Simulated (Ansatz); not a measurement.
`[NH2][W]([NH2])(=[O])=[S]`. Total charge 0; spin multiplicity 1. W: def2 effective core potential. The geometry is a stationary point of PBE0-D4/def2-TZVP. It is one conformer, not always the lowest.

```xyz
9

N     1.537   -0.360   -0.547
W    -0.226   -0.521    0.242
N    -1.233    1.125    0.072
O    -1.060   -1.709   -0.643
S     0.000   -0.970    2.327
H     1.750   -0.648   -1.490
H     2.363   -0.077   -0.044
H    -1.885    1.300   -0.678
H    -1.246    1.860    0.762
```

Problem. What is the dipole moment at r2SCAN/def2-TZVPP? (Best estimate.)

Solution. The calculation gave: 4.43 D, with components (1.38, 3.53, -2.28) D in this frame, pointing from negative to positive charge.

Problem. And with PBE, B3LYP, ωB97M-V? (Best estimate.)

Solution. Computed: PBE 4.29 D, B3LYP 4.34 D, ωB97M-V 4.35 D.

Problem. Give the Mulliken charges with r2SCAN, ωB97M-V, PBE in def2-TZVPP. (Estimate.)

Solution. Computed: 
| atom | r2SCAN | ωB97M-V | PBE |
| --- | --- | --- | --- |
| N1 | -0.48 | -0.40 | -0.41 |
| W2 | 0.92 | 0.85 | 0.71 |
| N3 | -0.48 | -0.40 | -0.41 |
| O4 | -0.39 | -0.38 | -0.33 |
| S5 | -0.31 | -0.26 | -0.28 |
| H6 | 0.18 | 0.14 | 0.18 |
| H7 | 0.19 | 0.15 | 0.18 |
| H8 | 0.18 | 0.14 | 0.18 |
| H9 | 0.19 | 0.15 | 0.18 |

B3LYP here is the variant with VWN-RPA as its local correlation; programs differ in this.
